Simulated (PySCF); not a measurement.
Ge(H)(NH2) (GeH3N), SMILES [NH2][GeH] (connectivity only; charge and spin as stated), neutral, multiplicity 1.

Coordinates come from a B3LYP-D3(BJ)/def2-TZVP optimisation.

Method: TDDFT-LC-ωPBE/def2-TZVPD in PySCF 2.14.0.

Vertical excitations. Isolated molecule, no solvent. State labels are in the subgroup Cs.

```
state  symmetry  energy (eV)  λ (nm)      f                                           main pairs
-----  --------  -----------  ------  -----  ---------------------------------------------------
S1           A"         3.56     349  0.024                                       HOMO→LUMO 99 %
S2           A'         6.00     207  0.037                   HOMO−1→LUMO 58 %, HOMO→LUMO+1 33 %
S3           A'         6.32     196  0.219                   HOMO→LUMO+1 54 %, HOMO−1→LUMO 37 %
S4           A"         6.76     183  0.037                                     HOMO−2→LUMO 97 %
S5           A'         6.86     181  0.234                                     HOMO→LUMO+2 93 %
S6           A"         7.12     174  0.052                                   HOMO−1→LUMO+1 95 %
S7           A'         8.02     155  0.164                   HOMO→LUMO+3 55 %, HOMO→LUMO+5 39 %
S8           A"         8.46     147  0.130                                     HOMO→LUMO+6 94 %
S9           A'         8.54     145  0.046  HOMO→LUMO+5 49 %, HOMO→LUMO+3 32 %, HOMO→LUMO+1 8 %
S10          A'         8.78     141  0.018                                     HOMO→LUMO+4 94 %
T1           A"         2.32     535      0                                       HOMO→LUMO 97 %
T2           A'         4.49     276      0                                     HOMO−1→LUMO 95 %
T3           A'         4.95     250      0                   HOMO→LUMO+1 60 %, HOMO→LUMO+3 28 %
T4           A"         5.93     209      0                                     HOMO−2→LUMO 93 %
```
Triplets are in the Tamm–Dancoff approximation, which puts them higher than full response would, so one can lie above its singlet here.
